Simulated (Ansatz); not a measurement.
Molecule: TiOF, net charge 0, doublet state. SMILES: [O]=[Ti][F]

Atoms: Ti1, O2, F3. Bonds: Ti1-O2, Ti1-F3.

Bond lengths (Å) and angles (degrees) optimised at HF/STO-3G with Ansatz (a program for electronic structure); PBE/6-31G* with LANL2DZ past Ar with Ansatz; B3LYP/6-31G* with LANL2DZ past Ar with Ansatz; MP2/6-31G* with LANL2DZ past Ar with Ansatz, each started from the B3LYP-D3(BJ)/def2-TZVP structure (Ansatz) of the last column. A row stands for all coordinates that are equal there. 6-31G* holds six Cartesian d functions. No wavenumbers were computed at HF/STO-3G, PBE/6-31G* with LANL2DZ past Ar, MP2/6-31G* with LANL2DZ past Ar, so these may be saddle points.

| coordinate | HF/STO-3G | PBE/6-31G* with LANL2DZ past Ar | B3LYP/6-31G* with LANL2DZ past Ar | MP2/6-31G* with LANL2DZ past Ar | B3LYP-D3(BJ)/def2-TZVP |
|---|---|---|---|---|---|
| Ti1-O2 | 1.610 | 1.634 | 1.638 | 1.664 | 1.625 |
| Ti1-F3 | 1.704 | 1.779 | 1.801 | 1.857 | 1.837 |
| O2-Ti1-F3 | 119.3 | 111.7 | 121.9 | 136.7 | 123.2 |

Mean signed difference of all 2 bond lengths from B3LYP-D3(BJ)/def2-TZVP: HF/STO-3G -0.075 Å, PBE/6-31G* with LANL2DZ past Ar -0.025 Å, B3LYP/6-31G* with LANL2DZ past Ar -0.012 Å, MP2/6-31G* with LANL2DZ past Ar 0.029 Å.
